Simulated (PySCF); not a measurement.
Atomic charges against the basis set

C3H9NSi.
Z-matrix (Å and degrees, PBE0-D3(BJ)/def2-SVP geometry), rows numbered from 1:
```
C 
N   1  1.4446
Si  2  1.7208  1  125.16
C   3  1.8537  2  118.29  1    74.45
C   4  1.5465  3   65.30  2   104.56
H   1  1.1072  2  114.02  3    92.15
H   1  1.1034  2  111.26  3  -146.07
H   1  1.1011  2  109.75  3   -28.19
H   2  1.0136  1  114.09  3  -160.67
H   3  1.4890  2  118.37  1   -76.41
H   4  1.0959  3  119.96  5   107.68
H   4  1.0958  3  118.77  5  -107.33
H   5  1.0957  3  118.72  4   107.39
H   5  1.0957  3  119.89  4  -107.76
```

PBE0 throughout (PySCF), one geometry, spherical d and f functions. Isolated species at its PBE0-D3(BJ)/def2-SVP geometry (one conformer only). Atoms taken as equivalent share a column and are averaged. The first 7 of 9 kinds of atom are listed.

Mulliken charges (e):

```csv
basis,functions,C1,N2,Si3,C4/C5,H6/H7/H8,H9,H10
STO-3G,38,-0.149,-0.502,+0.725,-0.317,+0.073,+0.172,-0.114
6-31G,67,-0.296,-0.879,+0.864,-0.597,+0.169,+0.336,-0.119
pcSseg-0,67,-0.387,-1.024,+1.258,-0.915,+0.222,+0.336,-0.089
6-31G*,92,-0.361,-0.711,+0.535,-0.521,+0.176,+0.348,-0.073
cc-pVDZ,119,+0.014,-0.333,+0.286,-0.186,+0.045,+0.107,-0.064
def2-SVP,119,+0.059,-0.454,+0.415,-0.260,+0.041,+0.148,-0.082
"6-311+G(2d,p)",197,-0.400,-0.613,+0.894,-0.473,+0.140,+0.221,-0.054
aug-cc-pVDZ,200,+0.790,-0.403,+0.237,+0.804,-0.193,-0.139,+0.303
def2-TZVP,215,-0.275,-0.438,+0.304,-0.331,+0.127,+0.218,-0.031
IGLO-III,274,-0.352,-0.501,+0.907,-0.457,+0.119,+0.188,-0.173
cc-pVTZ,280,-0.196,-0.265,+0.226,-0.281,+0.094,+0.134,-0.051
pcSseg-2,313,+0.098,-0.563,+0.585,-0.298,+0.032,+0.153,-0.117
```

IAO charges (e):

```
        basis  functions      C1      N2     Si3   C4/C5  H6/H7/H8      H9     H10
       STO-3G         38  -0.311  -0.547  +0.905  -0.506    +0.124  +0.194  -0.109
        6-31G         67  -0.316  -0.632  +0.777  -0.525    +0.141  +0.263  -0.105
     pcSseg-0         67  -0.301  -0.632  +0.824  -0.541    +0.137  +0.254  -0.110
       6-31G*         92  -0.290  -0.654  +0.879  -0.532    +0.134  +0.259  -0.138
      cc-pVDZ        119  -0.288  -0.647  +0.875  -0.534    +0.133  +0.259  -0.137
     def2-SVP        119  -0.280  -0.644  +0.893  -0.530    +0.129  +0.255  -0.142
6-311+G(2d,p)        197  -0.301  -0.674  +0.916  -0.555    +0.139  +0.268  -0.142
  aug-cc-pVDZ        200  -0.299  -0.664  +0.881  -0.545    +0.137  +0.267  -0.135
    def2-TZVP        215  -0.299  -0.675  +0.927  -0.558    +0.138  +0.267  -0.145
     IGLO-III        274  -0.302  -0.677  +0.927  -0.559    +0.138  +0.269  -0.144
      cc-pVTZ        280  -0.301  -0.671  +0.913  -0.555    +0.138  +0.267  -0.141
     pcSseg-2        313  -0.300  -0.677  +0.925  -0.558    +0.138  +0.268  -0.144
```

Some averages cover members that differ in this geometry, most widely: H6/H7/H8, Mulliken in aug-cc-pVDZ -0.226 to -0.144 e.

Question: Which scheme is steadiest as the basis changes?

Answer: Largest range over the bases for any column: IAO 0.15 e, Mulliken 1.72 e. IAO charges move least and Mulliken charges most, counted in e. Without the minimal STO-3G basis the ranges are IAO 0.15, Mulliken 1.72 e.

Question: How much do the charges still move between the two largest bases, cc-pVTZ and pcSseg-2?

Answer: At most, over all atoms: Mulliken 0.359 e, IAO 0.012 e.

Question: What do the same runs give for the total energy, the frontier levels and the dipole moment?

Answer: 
```csv
basis,energy (Eh),HOMO (eV),LUMO (eV),μ (D)
STO-3G,-458.1409,-3.44,6.21,1.18
6-31G,-463.5137,-6.32,1.34,1.01
pcSseg-0,-462.8792,-6.56,1.27,1.52
6-31G*,-463.5950,-6.39,1.28,1.18
cc-pVDZ,-463.6201,-6.48,1.18,1.24
def2-SVP,-463.4042,-6.54,1.18,1.35
"6-311+G(2d,p)",-463.6820,-6.61,0.14,1.24
aug-cc-pVDZ,-463.6354,-6.60,-0.08,1.16
def2-TZVP,-463.6985,-6.57,0.67,1.29
IGLO-III,-463.7041,-6.59,0.51,1.26
cc-pVTZ,-463.6963,-6.57,0.79,1.26
pcSseg-2,-463.7077,-6.60,0.42,1.27
```

The dipole is fixed by the density alone, so its range of 0.51 D shows that the density itself changes with the basis, not only its division among atoms.
